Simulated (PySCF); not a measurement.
**A small calculation by hand: entropy of an ideal gas**

C4H4ClF, SMILES F[C@H]1C=C(Cl)C1.

Coordinates come from a TPSSh-D3(BJ)/def2-SVP optimisation. The structure was generated by enumeration; whether it is a known compound was not checked.

TPSSh-D3(BJ)/def2-SVP (PySCF) gives the harmonic wavenumbers 114, 263, 395, 423, 442, 552, 781, 867, 915, 968, 1001, 1061, 1130, 1159, 1189, 1221, 1291, 1364, 1463, 1656, 3058, 3064, 3131, 3241 cm⁻¹ and the rotational temperatures 0.4890, 0.0696, 0.0646 K. The molar mass is 106.52 g/mol, the symmetry number 1, the spin multiplicity 1.

Problem. Work out the entropy at 298.15 K and 1 atm in the rigid-rotor, harmonic-oscillator model.

Solution. 
Translation (Sackur–Tetrode at 1 atm): S = R[1.5 ln M + 2.5 ln T − 1.16487] = 167.0 J/(mol K).
Rotation: q = (√π/σ) T^1.5/√(θA θB θC) = 195000, S = R[ln q + 3/2] = 113.7 J/(mol K).
Vibration: with u = 1.4388 ν/T, each mode gives R[u/(e^u − 1) − ln(1 − e^−u)]:
```
ν (cm⁻¹)  modes     u  S (J/(mol K))
--------  -----  ----  -------------
114           1  0.55          13.39
263           1  1.27           6.87
395           1  1.91           4.11
423           1  2.04           3.69
442           1  2.13           3.43
552           1  2.66           2.26
781           1  3.77           0.93
867           1  4.18           0.67
915           1  4.42           0.55
968           1  4.67           0.45
1001          1  4.83           0.39
1061          1  5.12           0.31
1130          1  5.45           0.23
1159          1  5.59           0.20
1189          1  5.74           0.18
1221          1  5.89           0.16
1291          1  6.23           0.12
1364          1  6.58           0.09
1463          1  7.06           0.06
1656          1  7.99           0.03
```
The stiffer modes add less than 0.005 each. Sum 38.1 J/(mol K).
Spin: R ln 1 = 0.0 J/(mol K).
Total 318.8 J/(mol K); the program's own thermochemistry gives 318.8. Translation makes up 52 % and vibration 12 %. Anharmonicity, hindered rotation and orbital degeneracy are left out.
